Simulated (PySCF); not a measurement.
ErC: from constants to spectrum

UHF-MP2 constants of ErC, singlet, about 11.5 electrons in the 4f shell (Mulliken), real f orbitals that mix terms (PySCF, spin-free X2C with a Gaussian nucleus, basis sets Er x2c-SVPall, C x2c-SVPall; masses 165.9303 and 12.0000 u):

```
ωe              : 487.1 cm⁻¹
ωexe            : 2.31 cm⁻¹
Be              : 0.28398 cm⁻¹
αe              : 0.00161 cm⁻¹
D (centrifugal) : 3.86e-07 cm⁻¹
```

(1) Give the vibrational terms G(v) and spacings up to v = 6.

Correlated steps freeze 19 core orbitals. These are scalar-relativistic numbers at best; spin–orbit coupling would shift them, the dissociation energy most. The state is the lowest single determinant that the PBE0 search found; with open d or f shells the true ground state can be another one.

Results:

(1) G(v) = ωe(v+½) − ωexe(v+½)².

```csv
v,G(v) (cm⁻¹),G(v) − G(v−1),Bv (cm⁻¹)
0,243,,0.2832
1,725,482,0.2816
2,1203,478,0.2800
3,1677,473,0.2783
4,2145,469,0.2767
5,2609,464,0.2751
6,3069,459,0.2735
```
